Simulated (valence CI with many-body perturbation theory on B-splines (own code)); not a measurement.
## Bi⁴²⁺: E2, M1 decay

Level of theory: configuration interaction combined with many-body perturbation theory (CI+MBPT): five valence electrons over a frozen Dirac-Fock core [Kr], a basis of 7 s, 7 p, 8 d, 6 f, 4 g, 1 h functions for each j, with the one-electron correlation potential Σ1, the two-electron term Σ2, the three-electron term Σ3, Breit, model QED; selected CI, second order for the rest (own B-spline code, finite nucleus).

No measured spectrum was set against this ion. As an estimate, large intervals hold to a few tenths of a per cent, small ones and those within an open d or f shell to about a per cent. Only levels of the ground parity were solved; by the run's estimate the other parity begins above the list, which can be wrong where configurations are misplaced.

Lines 1 to 50 of 120 in falling wavelength, among levels below 1140700 cm⁻¹, chosen from the decays that carry over 1 % of a level's rate. Wavelengths and rates use the calculated energies. Electric multipoles are in the length gauge, E1 and E2 with the static RPA response of the core. Weak lines are less certain than strong ones. Lines between different terms over intervals too small for the method are left out, as are lines whose strength nearly cancels. The highest levels of a list are the least certain. Branching is blank where the lifetime is uncertain.

Levels are named by their leading jj configuration (3d3/2^4 stands for four electrons in 3d with j = 3/2), which in mixed levels can hold well under half, so a name can repeat and another be missing. Letters in brackets count levels of one name in rising energy.

```tsv
λ vac (nm)	Upper	Lower	Type	A (s⁻¹)	Branch %
1086	(4d3/2^3 4d5/2^2) J=11/2	(4d3/2^3 4d5/2^2) J=7/2 [a]	E2	3.08e-07	
605.4	(4d3/2^3 4d5/2^2) J=9/2	(4d3/2^3 4d5/2^2) J=11/2	M1	3.57e+01	12.3
388.7	(4d3/2^3 4d5/2^2) J=9/2	(4d3/2^3 4d5/2^2) J=7/2 [a]	M1	1.58e+02	54.4
309.0	(4d3/2^3 4d5/2^2) J=5/2 [b]	(4d3/2^3 4d5/2^2) J=3/2 [a]	M1	2.43e+02	2.5
225.7	(4d3/2^3 4d5/2^2) J=1/2	(4d3/2^3 4d5/2^2) J=3/2 [a]	M1	1.84e+03	85.2
186.2	(4d3/2^3 4d5/2^2) J=7/2 [b]	(4d3/2^3 4d5/2^2) J=7/2 [a]	M1	2.95e+02	3.4
145.6	(4d3/2^2 4d5/2^3) J=9/2 [c]	(4d3/2^2 4d5/2^3) J=9/2 [b]	M1	1.95e+03	1.4
129.7	(4d3/2^3 4d5/2^2) J=3/2 [b]	(4d3/2^3 4d5/2^2) J=5/2 [b]	M1	8.42e+02	2.3
123.2	(4d3/2^3 4d5/2^2) J=5/2 [b]	(4d3/2^3 4d5/2^2) J=5/2 [a]	M1	3.90e+03	40.4
120.0	(4d3/2^2 4d5/2^3) J=3/2 [c]	(4d3/2^2 4d5/2^3) J=1/2 [b]	M1	1.48e+03	1.0
93.86	(4d3/2^2 4d5/2^3) J=3/2 [c]	(4d3/2^2 4d5/2^3) J=5/2 [c]	M1	4.20e+03	2.9
91.36	(4d3/2^3 4d5/2^2) J=3/2 [b]	(4d3/2^3 4d5/2^2) J=3/2 [a]	M1	2.47e+03	6.8
64.51	(4d3/2^2 4d5/2^3) J=1/2 [a]	(4d3/2^3 4d5/2^2) J=3/2 [b]	M1	2.67e+04	5.3
63.94	(4d3/2^2 4d5/2^3) J=5/2 [d]	(4d3/2^2 4d5/2^3) J=5/2 [b]	M1	8.05e+03	3.1
63.17	(4d3/2^3 4d5/2^2) J=3/2 [b]	(4d3/2^3 4d5/2^2) J=5/2 [a]	M1	1.95e+03	5.3
61.32	(4d3/2^2 4d5/2^3) J=3/2 [a]	(4d3/2^3 4d5/2^2) J=3/2 [b]	M1	1.21e+04	1.7
60.12	(4d3/2^2 4d5/2^3) J=5/2 [b]	(4d3/2^3 4d5/2^2) J=3/2 [b]	M1	1.63e+04	4.2
52.19	(4d3/2^2 4d5/2^3) J=5/2 [d]	(4d3/2^2 4d5/2^3) J=7/2 [a]	M1	1.03e+04	3.9
49.74	(4d3/2^2 4d5/2^3) J=5/2 [c]	(4d3/2^3 4d5/2^2) J=3/2 [b]	M1	8.69e+04	17.9
49.11	(4d3/2^2 4d5/2^3) J=9/2 [a]	(4d3/2^3 4d5/2^2) J=7/2 [b]	M1	3.39e+04	12.5
48.02	(4d3/2^2 4d5/2^3) J=7/2 [a]	(4d3/2^3 4d5/2^2) J=5/2 [b]	M1	6.23e+04	15.5
47.91	(4d3/2^2 4d5/2^3) J=5/2 [a]	(4d3/2^3 4d5/2^2) J=3/2 [a]	M1	1.41e+04	1.9
46.80	(4d3/2 4d5/2^4) J=3/2 [a]	(4d3/2^2 4d5/2^3) J=1/2 [b]	M1	1.23e+04	1.3
46.67	(4d3/2^2 4d5/2^3) J=5/2 [a]	(4d3/2^3 4d5/2^2) J=7/2 [a]	M1	4.77e+04	6.6
45.93	(4d3/2^3 4d5/2^2) J=5/2 [a]	(4d3/2^4 4d5/2) J=5/2	M1	3.41e+05	100.0
45.42	(4d3/2^2 4d5/2^3) J=1/2 [a]	(4d3/2^3 4d5/2^2) J=1/2	M1	1.44e+05	28.6
45.36	(4d3/2^2 4d5/2^3) J=7/2 [a]	(4d3/2^3 4d5/2^2) J=9/2	M1	9.08e+04	22.6
44.60	(4d3/2^2 4d5/2^3) J=1/2 [b]	(4d3/2^3 4d5/2^2) J=3/2 [b]	M1	9.05e+03	2.5
44.20	(4d3/2^2 4d5/2^3) J=11/2	(4d3/2^3 4d5/2^2) J=9/2	M1	3.93e+04	14.5
44.00	(4d3/2 4d5/2^4) J=7/2 [a]	(4d3/2^2 4d5/2^3) J=5/2 [c]	M1	6.36e+04	8.3
43.93	(4d3/2^2 4d5/2^3) J=5/2 [b]	(4d3/2^3 4d5/2^2) J=7/2 [b]	M1	4.10e+04	10.5
43.82	(4d3/2^2 4d5/2^3) J=3/2 [a]	(4d3/2^3 4d5/2^2) J=1/2	M1	3.27e+04	4.6
43.17	(4d3/2^2 4d5/2^3) J=9/2 [a]	(4d3/2^3 4d5/2^2) J=9/2	M1	3.17e+03	1.2
43.13	(4d3/2 4d5/2^4) J=5/2 [a]	(4d3/2^2 4d5/2^3) J=3/2 [a]	M1	7.79e+04	7.0
42.94	(4d3/2 4d5/2^4) J=9/2	(4d3/2^2 4d5/2^3) J=7/2 [c]	M1	5.27e+04	9.7
42.22	(4d3/2 4d5/2^4) J=3/2 [a]	(4d3/2^2 4d5/2^3) J=5/2 [c]	M1	7.20e+04	7.5
41.79	(4d3/2 4d5/2^4) J=7/2 [a]	(4d3/2^2 4d5/2^3) J=9/2 [b]	M1	5.96e+04	7.8
41.64	(4d3/2^2 4d5/2^3) J=3/2 [a]	(4d3/2^3 4d5/2^2) J=5/2 [b]	M1	1.21e+05	17.2
41.20	(4d3/2^2 4d5/2^3) J=11/2	(4d3/2^3 4d5/2^2) J=11/2	M1	2.32e+05	85.5
41.08	(4d3/2^2 4d5/2^3) J=5/2 [b]	(4d3/2^3 4d5/2^2) J=5/2 [b]	M1	1.42e+05	36.5
40.62	(4d3/2^2 4d5/2^3) J=7/2 [a]	(4d3/2^3 4d5/2^2) J=7/2 [a]	M1	1.46e+05	36.2
40.30	(4d3/2^2 4d5/2^3) J=9/2 [a]	(4d3/2^3 4d5/2^2) J=11/2	M1	9.07e+04	33.6
40.25	(4d3/2 4d5/2^4) J=5/2 [b]	(4d3/2^2 4d5/2^3) J=7/2 [c]	M1	3.68e+04	6.0
40.12	(4d3/2 4d5/2^4) J=11/2	(4d3/2^2 4d5/2^3) J=9/2 [b]	M1	5.41e+04	8.9
39.95	(4d3/2^2 4d5/2^3) J=9/2 [b]	(4d3/2^3 4d5/2^2) J=7/2 [b]	M1	4.19e+04	9.0
38.86	(4d3/2^2 4d5/2^3) J=9/2 [a]	(4d3/2^3 4d5/2^2) J=7/2 [a]	M1	1.42e+05	52.6
38.86	(4d3/2^2 4d5/2^3) J=7/2 [b]	(4d3/2^3 4d5/2^2) J=7/2 [b]	M1	4.74e+04	33.9
38.83	(4d3/2^2 4d5/2^3) J=5/2 [a]	(4d3/2^3 4d5/2^2) J=5/2 [a]	M1	6.58e+05	91.2
38.31	(4d3/2^3 4d5/2^2) J=7/2 [a]	(4d3/2^4 4d5/2) J=5/2	M1	1.66e+05	99.5
38.17	(4d3/2 4d5/2^4) J=7/2 [a]	(4d3/2^2 4d5/2^3) J=5/2 [b]	M1	1.24e+05	16.1
```
